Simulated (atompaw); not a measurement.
# Si (Z = 14): PAW (atompaw) pseudisation with PBEsol, scalar-relativistic reference atom.

| Property | Result |
| --- | --- |
| Element | Si |
| Generator | atompaw 4.2.0.5 |
| Type | PAW |
| Functional | PBEsol |
| Relativity | scalar-relativistic |
| Frozen core | [Ne] |
| Valence charge | 4 |
| Reference configuration | 3s2 3p2 |
| Partial waves | 3s (bound): rc 1.70 bohr; 3s channel at -0.45 Ry: rc 1.70 bohr; 3p (bound): rc 1.70 bohr; 3p channel at 3.05 Ry: rc 1.70 bohr |
| Local potential | ultrasoft scheme with l = 2 at -0.5 Ry, radius 1.44 bohr |
| Core correction | smooth core density matched at 1.65 bohr |
| Augmentation charge | sinc compensation charge, radius 1.50 bohr; PAW radius 1.70 bohr; waves and projectors: custom rrkj gramschmidtortho |

Poles of the logarithmic derivatives, all-electron (AE) and pseudo (PS). s: poles at 4.3 (AE) and 4.0 (PS) Ry. p: poles at no energy (AE) and no energy (PS) Ry. Test radius 1.71 bohr.

- Cutoffs needed: 10 Ry and 15 Ry (the cutoffs (Ry, on a coarse ladder) from which the occupation-weighted sum of valence levels, in a spherical-Bessel basis at the reference potential, stays within 10 and 1 mRy of its value at 400 Ry)
- Ghost test: no extra level below or beside the all-electron valence levels (s, p, d, f tested) (spherical-Bessel basis up to 400 Ry, 20 bohr box)
- Lowest eigenvalue of the overlap operator: 0.45 (s channel)
- Overlap eigenvalues printed by atompaw (projector basis): 0.279, 0.946, 3.12, 9.56
- Share of each valence orbital outside the PAW sphere: 3s 68 %, 3p 83 %
